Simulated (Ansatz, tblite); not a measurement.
BeO nanocrystals, bare: gap (eV) at several levels, gas phase, relaxed structures; Ansatz, xTB through tblite. The structures are stationary points that may keep the symmetry of their start.

| species | state | geometry | GFN2-xTB | PBE-D4/def2-SVP | PBE-D4/def2-TZVP | PBE0-D4/def2-SVP | PBE0-D4/def2-TZVP |
| --- | --- | --- | --- | --- | --- | --- | --- |
| Be8O8, cut from wurtzite, rearranged, rod, bare | singlet | PBE-D4/def2-SVP | 2.17 | 1.39 | 1.28 | 3.57 | 3.43 |
| Be9O9, cut from wurtzite, rearranged, rod, bare | singlet | PBE-D4/def2-SVP | 3.70 | 5.40 | 5.05 | 7.84 | 7.39 |
| Be13O13, cut from zinc blende, rearranged, bare | singlet | PBE-D4/def2-SVP | 3.02 | 2.86 | 2.70 | 5.16 | 4.93 |

Problem. Estimate the column for r2SCAN-D4/def2-TZVP.

Solution. Be8O8, cut from wurtzite, rearranged, rod, bare 2.00; Be9O9, cut from wurtzite, rearranged, rod, bare 5.86; Be13O13, cut from zinc blende, rearranged, bare 3.38.

Over the 3 species that have every level, the mean is 2.96 at GFN2-xTB, 3.22 at PBE-D4/def2-SVP, 3.01 at PBE-D4/def2-TZVP, 3.75 at r2SCAN-D4/def2-TZVP, 5.52 at PBE0-D4/def2-SVP, 5.25 at PBE0-D4/def2-TZVP. Orbital gaps grow with the share of exact exchange and aren't one observable across functionals.
